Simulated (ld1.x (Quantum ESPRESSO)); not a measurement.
## PBE PAW dataset for Pd, scalar-relativistic all-electron reference.

ld1.x (Quantum ESPRESSO) 7.5 input, shortened:

```
&input
   title='Pd', zed=46., rel=1, dft='PBE', iswitch=3,
   config='[Kr] 4d10 5s0 5p0'
 /
 &inputp
   pseudotype=3, lpaw=.true., tm=.true., lloc=-1, rcloc=1.35,
   nlcc=.true., new_core_ps=.true.,
   which_augfun='BESSEL', rmatch_augfun=1.10
 /
6
4S  1  0   2.00   0.00  1.45  1.75  0.0
5S  2  0   0.00   0.00  1.45  1.75  0.0
4P  2  1   6.00   0.00  1.45  1.85  0.0
5P  3  1   0.00   0.00  1.45  1.85  0.0
4D  3  2  10.00   0.00  1.90  2.15  0.0
4D  3  2   0.00   1.35  1.90  2.15  0.0
 &test
   configts(1)='4s2 4p6 4d10 5s0 5p0'
 /
```

All-electron outer shells of the reference configuration (PBE, scalar-relativistic, ld1.x):

```tsv
shell	level (eV)	outermost node (bohr)	outermost maximum (bohr)
3p	-516.07	0.15	0.34
3d	-325.51	–	0.28
4s	-85.33	0.45	0.85
4p	-51.20	0.46	0.91
4d	-4.05	0.45	1.10
5s	-3.32	1.15	2.67
5p	-0.31	1.32	4.52
```

(1) Is the overlap operator S = 1 + Σ q|β⟩⟨β| positive definite (Bessel basis up to 400 Ry)?

## Answers

(1) No: its lowest eigenvalue is -1854.229, in the d channel, so the generalised eigenproblem breaks down once the basis is large enough.

Test run stopped at test 5 of 7 (negative rho), 4 before it not solved. Not counted: 4s2 4p6 4d9 5s0 5p0 (solver errors, printed error -2793 eV); 4s1 4p6 4d10 5s0 5p0 (solver errors, printed error -2772 eV); 4s2 4p6 4d8 5s0 5p0 (solver errors, printed error -2576 eV); 1 more.

The ghost test of this file was not conclusive. Its overlap operator is not positive definite in a basis up to 400 Ry (lowest eigenvalue p -0.35, d -1854.23), so the file is unfit for use: the generalised eigenproblem breaks down once the basis is large enough, and its test numbers describe a broken file.
